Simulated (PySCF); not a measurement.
TDDFT excited states: Br4H4In2N2

(Br2In-mu-NH2)2.
Geometry (PBE0-D3(BJ)/def2-SVP, Å), atoms numbered from 1 in this order:
```
atom  x, y, z in Å
In1   -0.495   -1.028   -1.151
Br2   -1.588    0.036   -3.093
Br3   -0.178   -3.460   -0.846
N4    -1.306   -0.110    0.675
In5    0.511    1.024    1.153
Br6    1.604   -0.037    3.098
Br7    0.191    3.455    0.843
N8     1.327    0.093   -0.664
H9    -1.560   -0.789    1.395
H10   -2.130    0.469    0.506
H11    2.140   -0.498   -0.479
H12    1.602    0.763   -1.385
```

Method used: TDDFT B3LYP/def2-SVPD, vertical, gas phase, core orbitals frozen in the response, def2 core potentials past Kr (PySCF 2.14.0, density-fitted response routines). Spin–orbit coupling is left out. Note that the optimisation stopped short of convergence; the values belong to its last geometry.

```
state  E (eV)  E (kJ/mol)  λ (nm)       f  |μ| (D)  main configurations (H = HOMO, L = LUMO)
   S1    4.68         451   265.0  0.0000     0.00                               H-1→L (96%)
   S2    4.72         455   262.7  0.0001     0.06                                 H→L (93%)
   S3    4.78         462   259.1   0.056     1.75                  H-3→L (48%), H-2→L (37%)
   S4    4.79         462   259.0  0.0000     0.05                  H-4→L (76%), H-5→L (15%)
   S5    4.79         462   258.9  0.0076     0.65                  H-5→L (70%), H-4→L (14%)
   S6    4.80         463   258.5   0.122     2.59                  H-2→L (51%), H-3→L (41%)
   S7    4.93         476   251.3  0.0000     0.02                               H-6→L (91%)
   S8    5.03         485   246.6   0.054     1.68                 H-7→L (90%), H-1→L+1 (9%)
   S9    5.58         538   222.2  0.0085     0.63                               H→L+1 (90%)
```

Triplets, Tamm–Dancoff:

```tsv
state	E (eV)	λ (nm)	main configurations (H = HOMO, L = LUMO)
T1	4.44	279.3	H→L (84%), H-3→L+1 (13%)
T2	4.46	277.7	H-1→L (89%)
T3	4.48	276.9	H-3→L (81%), H→L+1 (15%)
T4	4.49	276.4	H-2→L (88%)
```

The lowest singlet lies at 4.68 eV (265 nm, ultraviolet) and is dark (f under 0.0005); its leading configuration is HOMO-1→LUMO (96%). The strongest level in the table is S6 at 4.80 eV (258 nm, f = 0.122). S3/S4/S5/S6 lie within about 0.01 eV of each other. Löwdin shares by element: HOMO (one of a set within 0.03 eV) bromine 97%; LUMO indium 37%, bromine 24% or more (atoms not listed hold the other 39%). Orbital energies (eV): HOMO-3 -8.24, HOMO-2 -8.21, HOMO-1 -8.18, HOMO -8.18, LUMO -2.66, LUMO+1 -1.90, LUMO+2 -0.97. The listed states span 0.90 eV, and the widest gap between neighbours is 0.55 eV (S8 to S9). All these states lie below the vertical ionisation energy of 9.74 eV (ΔSCF). Singlets were solved by full linear response, triplets in the Tamm–Dancoff approximation. The highest level found (5.61 eV, f 0.0061 so far) is left out, since the window may have cut off a degenerate partner.

One conformer stands for the species.
